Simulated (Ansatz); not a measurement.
Input and output for `F[C@H]1C[C@@H]1[AlH2]`.

```yaml
crystal:
  periodic: [false, false, false]
  atoms:
    - {symbol: F, position_ang: [-1.100950, 0.674621, 2.395925]}
    - {symbol: C, position_ang: [-0.056332, 0.289901, 1.345975]}
    - {symbol: C, position_ang: [-0.132115, -1.229449, 0.722933]}
    - {symbol: C, position_ang: [-0.589944, 0.125582, -0.239134]}
    - {symbol: Al, position_ang: [0.613392, 0.764161, -1.920119]}
    - {symbol: H, position_ang: [1.014141, 0.808092, 1.595873]}
    - {symbol: H, position_ang: [-1.034087, -1.932039, 1.128320]}
    - {symbol: H, position_ang: [0.902213, -1.815867, 0.475880]}
    - {symbol: H, position_ang: [-1.799642, 0.241624, -0.314019]}
    - {symbol: H, position_ang: [-0.124002, 1.384109, -3.412809]}
    - {symbol: H, position_ang: [2.380683, 0.625426, -1.755640]}
basis:
  gaussian: {orbitals: def2-TZVPD}
hamiltonian: {xc: {name: wB97M-V}}
accuracy: high
scf: {lower_state_search: off}
output: {forces: true}
```

```sh
$ ansatz run in.yaml --threads 4 --pin off --events-out ev --progress --plain --max-ram 10444MiB
```

Shortened log:

```
Functional definition: wB97M-V
4217 factors; integrals over basis functions are off by at most 3.8e-9 eV
716 factors; integrals over basis functions are off by at most 2.4e-9 eV
mean field evaluation 1: about -12514.3570 eV, gradient 3.8e1 eV
mean field evaluation 2: about -12515.0809 eV, gradient 3.8e1 eV
mean field evaluation 4: about -12517.6901 eV, gradient 2.6e0 eV
mean field evaluation 8: about -12517.7792 eV, gradient 1.5e-1 eV
mean field evaluation 16: about -12517.7793 eV, gradient 1.6e-4 eV
mean field -12517.77929906 eV, -460.0199043848 hartree, gradient 5.1e-8 eV, S^2 0.000000; 0 other end points of the search recorded, 0 dependent functions left out
reference -12517.77930681 eV, -460.0199046697 hartree; 23, 23 occupied and 225, 225 virtual orbitals, 4217 factors
Total energy: -12517.77930681 eV, -460.0199046697 hartree
Atom 0 at    -1.100950     0.674621     2.395925 Å, force     2.668589    -1.089241    -2.782593 eV/Å
Atom 1 at    -0.056332     0.289901     1.345975 Å, force    -0.490306    -1.159489    -1.311488 eV/Å
Atom 2 at    -0.132115    -1.229449     0.722933 Å, force    -0.461218     1.734991     0.329567 eV/Å
Atom 3 at    -0.589944     0.125582    -0.239134 Å, force    -0.209510    -0.708933     2.401653 eV/Å
Atom 4 at     0.613392     0.764161    -1.920119 Å, force    -0.118016    -0.172857     0.460205 eV/Å
Atom 5 at     1.014141     0.808092     1.595873 Å, force    -3.055438    -1.368827    -0.539672 eV/Å
Atom 6 at    -1.034087    -1.932039     1.128320 Å, force     2.395615     2.004238    -1.105285 eV/Å
Atom 7 at     0.902213    -1.815867     0.475880 Å, force    -2.725020     1.720564     0.685457 eV/Å
Atom 8 at    -1.799642     0.241624    -0.314019 Å, force     3.163254    -0.398390     0.336144 eV/Å
Atom 9 at    -0.124002     1.384109    -3.412809 Å, force     0.783409    -0.706569     1.690918 eV/Å
Atom 10 at     2.380683     0.625426    -1.755640 Å, force    -1.951359     0.144512    -0.164906 eV/Å
Dipole moment:     0.229349    -0.166501    -0.369536 e Å
Checks for a lower state left out: stability, starts, cluster_reference, orbital_swaps, neighbouring_geometries, increment
```

Hardware: 4 threads of a server CPU on a shared host. Wall time 38 s, peak host memory 2.1 GiB.
